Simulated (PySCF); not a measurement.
Method: GIAO PBE0/pcSseg-1 shieldings, structure optimised with GFN2-xTB, in PySCF 2.14.0 with density-fitted response routines (relativity neglected, single conformer, one averaged value for each set of equivalent atoms, no solvent model).

δ = σ(ref) − σ, references computed at the same level: TMS for 1H, 13C. Shifts are as computed. Against solution values, carbons near 30 ppm lie about +3 ppm off and those near 130 ppm about +5 ppm. Of 1211 compounds with measured shifts, 218 miss one by over three times the rms of a fit or turn the order of signals round; such compounds aren't used in these exercises.

Question: Order these molecules by the shift of their most shielded carbon, lowest δ first.
A. [SiH3]N([SiH3])C=C1C=CC=C1
B. C=COC(F)(F)F
C. CN([SiH3])CC#CC(F)(F)F

Answer: C (39.7 ppm, methyl carbon bonded to N), B (103.7 ppm, β carbon of an enol-ether or enamine type C=C), A (118.7 ppm, alkene CH).

Question: Order these molecules by the shift of their most deshielded carbon-bound hydrogen, lowest δ first.
A. O=CO[C@@H]1CC(F)(F)OCO1
B. [SiH3]N([SiH3])C=C1C=CC=C1
C. C=COC(F)(F)F
D. CN([SiH3])CC#CC(F)(F)F

Answer: D (3.78 ppm, hydrogen on a propargylic sp3 CH2 bonded to N), C (6.42 ppm, hydrogen on an alkene carbon bearing oxygen), B (6.96 ppm, hydrogen on an alkene carbon bearing nitrogen), A (8.13 ppm, hydrogen on an ester carbonyl carbon).

Question: How many 13C and 1H signals does each give (equivalence by symmetry and fast rotation, but not about amide C–N or C=N bonds)? `CN([SiH3])CC#CC(F)(F)F`, `O=CO[C@@H]1CC(F)(F)OCO1`, `C=COC(F)(F)F`, `[SiH3]N([SiH3])C=C1C=CC=C1`

Answer: CN([SiH3])CC#CC(F)(F)F: 5 C, 3 H; O=CO[C@@H]1CC(F)(F)OCO1: 5 C, 6 H; C=COC(F)(F)F: 3 C, 3 H; [SiH3]N([SiH3])C=C1C=CC=C1: 6 C, 6 H.
